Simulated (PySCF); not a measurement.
A GIAO shielding run with PySCF (density fitting, non-relativistic, gas phase) on SMILES C#CCC(=O)N[C@H](C)C=C, C₈H₁₁NO:

```
{"job": {"kind": "nmr", "xc": "PBE0", "basis": "pcSseg-1"}, "charge": 0, "multiplicity": 1}
C      3.167708     1.563392     0.339414
C      2.914665     0.401437     0.480624
C      2.566233    -0.990900     0.645020
C      1.056133    -1.233166     0.744788
O      0.592932    -2.142856     1.396840
N      0.314224    -0.378241     0.015661
C     -1.138610    -0.423557    -0.033890
C     -1.603809    -0.719450    -1.456757
C     -1.682344     0.852293     0.549111
C     -2.579906     1.650015     0.002127
H      3.415861     2.576444     0.228093
H      3.031668    -1.393475     1.547706
H      2.934108    -1.566079    -0.211250
H      0.773995     0.380097    -0.466085
H     -1.420900    -1.258030     0.623024
H     -2.683690    -0.831179    -1.481477
H     -1.313754     0.083769    -2.131114
H     -1.154198    -1.647090    -1.802306
H     -1.254506     1.098989     1.512968
H     -3.036879     1.447679    -0.950882
H     -2.907848     2.546849     0.499738
```

Hardware: 1 thread of an Arm Neoverse V1, shared host. The job also computes population analyses, field gradients.

Task: How large is the calculation?

Result: 74 electrons, 225 basis functions and 1155 auxiliary functions.

Task: How long does it take?

Result: 49 s of wall time, with 16 SCF cycles and 5 response iterations. Times on a shared host scatter by some tens of per cent.
